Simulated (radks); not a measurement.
Results of a calculation; reference values are marked as such.
Charge is removed step by step from the 4f up level of the cerium ion Ce2+, starting from [Xe] 4f(up 2, down 0). Level of theory: scalar-relativistic Kohn-Sham, r2SCAN, spin-polarised, spherical densities, finite nucleus; meta-GGA in the generalised Kohn-Sham scheme; Fermi nuclear charge, rms radius 4.8771 fm (a radial shooting solver on a logarithmic mesh with Libxc functionals).

| removed (e) | E - E(0) (eV) | eigenvalue (eV) | E minus straight line (eV) |
|---|---|---|---|
| 0 | 0.000 | -12.945 | 0.000 |
| 0.1 | 1.368 | -14.344 | -0.679 |
| 0.2 | 2.877 | -15.780 | -1.216 |
| 0.3 | 4.532 | -17.252 | -1.607 |
| 0.4 | 6.336 | -18.758 | -1.849 |
| 0.5 | 8.293 | -20.297 | -1.939 |
| 0.6 | 10.404 | -21.865 | -1.874 |
| 0.7 | 12.675 | -23.463 | -1.650 |
| 0.8 | 15.106 | -25.089 | -1.265 |
| 0.9 | 17.702 | -26.742 | -0.716 |
| 1 | 20.464 | -28.421 | 0.000 |

Removing the whole electron costs 20.464 eV by Delta-SCF, against 12.945 eV from minus the eigenvalue at the starting occupation. Slater's transition state (half an electron removed) gives 20.297 eV. Integrating minus the eigenvalue over the occupation (Janak's theorem) gives 20.425 eV. In this scalar-relativistic scheme the density is built from large components alone, so the theorem holds only approximately. The mean slope of the eigenvalue, de/dn, is 15.5 eV per electron. Ionisation energy of Ce2+ in the NIST Atomic Spectra Database: 20.197 eV (semi-empirical).
